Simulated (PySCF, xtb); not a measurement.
VOF₃, SMILES [F][V](=[O])([F])[F], multiplicity 1.

Harmonic wavenumbers (cm⁻¹) from xtb with GFN2-xTB at its own minimum, in rising order: 189, 190, 261, 295, 295, 584, 659, 660, 1022.

### Question
What does PySCF 2.14.0 with ωB97X-D3(BJ)/def2-SVP give at its own minimum? (The exact figures need the calculation; the answer reports its results.)

### Answer
213, 213, 272, 332, 332, 771, 853, 853, 1234. Paired by order, the mean absolute difference is 102 cm⁻¹ and the zero-point energies are 5.9 and 7.3 kcal/mol.
